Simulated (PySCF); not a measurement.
Vertical ionisation of several complexes

Computed with PySCF 2.14.0, PBE, def2-SVP on the ligands and scalar-relativistic core potentials on the metal (def2; Stuttgart 1997 for actinides; CRENBL for Ra), no spin-orbit coupling, vacuum. One electron is taken off at the relaxed geometry; the lower of the one or two spin states computed is given. Charges are Mulliken's.

| compound | state | point group | M–first ligand (Å) | ionisation energy (eV) | −ε(HOMO) (eV) | state after | change of charge on M (e) | spin on M after (e) |
| --- | --- | --- | --- | --- | --- | --- | --- | --- |
| [Hg(H2O)2]2+ | singlet | C2 | 2.072 | 23.76 | 20.06 | doublet | 0.27 | 0.03 |
| [Tl(NC)]2+ | singlet | C∞v | 2.358 | 24.89 | 21.72 | doublet | 0.64 | 0.33 |
| [Hg(NH3)3]2+ | singlet | C3h | 2.283 | 20.37 | 17.22 | doublet | 0.22 | 0.15 |

Problem. What follows for compound [Bi(CCH)]2+, state singlet, point group C∞v, M–first ligand (Å) 2.091?

Solution. ionisation energy (eV): 22.55, −ε(HOMO) (eV): 19.26, state after: doublet, change of charge on M (e): 0.50, spin on M after (e): -0.01.

One start shape was tried for each compound. Distances are means of the shortest metal–ligand contacts. Open shells may have lower solutions than those found. Unstable modes were found for [Hg(NH3)3]2+. Ligands: NC cyanide bound by N. Where the spin on M lies well between 0 and 1 the hole is shared, which such functionals overdo.
